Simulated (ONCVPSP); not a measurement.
P, ONCV: configuration errors across variants

phosphorus (P), optimised norm-conserving Vanderbilt (ONCV), made with ONCVPSP 4.0.1 (PBE, scalar-relativistic). Core [He], reference 2s2 2p6 3s2 3p2.5 (charge +0.5). Waves: 2s+3s: rc 0.75 bohr, ncon 4, nbas 7, qcut 19.6 1/bohr, 2 projectors; 2p+3p: rc 0.90 bohr, ncon 4, nbas 7, qcut 17.8 1/bohr, 3 projectors, debl 1.4 Ha. Local part: polynomial inside 0.60 bohr (lpopt 4, dvloc0 4 Ha). Core correction: none.

All-electron excitation energies from the reference (eV): (1) 2s2 2p6 3s2 3p3 -3.775; (2) 2s2 2p6 3s2 3p2 5.955; (3) 2s2 2p6 3s2 3p1 25.102; (4) 2s2 2p6 3s1 3p3 15.075.

A true bound ghost makes a file unfit for plane-wave use even where its test errors are small: the radial tests pick states by their node count and pass the ghost by.

Errors AE − PS in meV (a dash: test not solved or not reliable):

| change | (1) | (2) | (3) | (4) | bound ghosts | GHOST(+) flags above zero |
| --- | --- | --- | --- | --- | --- | --- |
| base | 0.0 | +0.1 | +1.4 | 0.0 | none | none |
| s: qcut 11.8 | 0.0 | +0.1 | +1.6 | 0.0 | none | none |
| s: qcut 14.1 | 0.0 | +0.1 | +1.5 | 0.0 | none | none |
| s: qcut 19.5 | 0.0 | +0.1 | +1.4 | 0.0 | none | none |
| s: qcut 21.7 | 0.0 | +0.1 | +1.3 | 0.0 | none | none |
| s: qcut 24.7 | 0.0 | +0.1 | +1.3 | 0.0 | none | none |
| s: qcut 26.8 | 0.0 | 0.0 | +0.8 | +0.1 | s | none |
| s: qcut 29.4 | 0.0 | 0.0 | +0.7 | +0.1 | s | none |

Give the same row for: s: qcut 16.5.

0.0, +0.1, +1.5, +0.1; bound ghosts: none; GHOST(+) flags above zero: none.
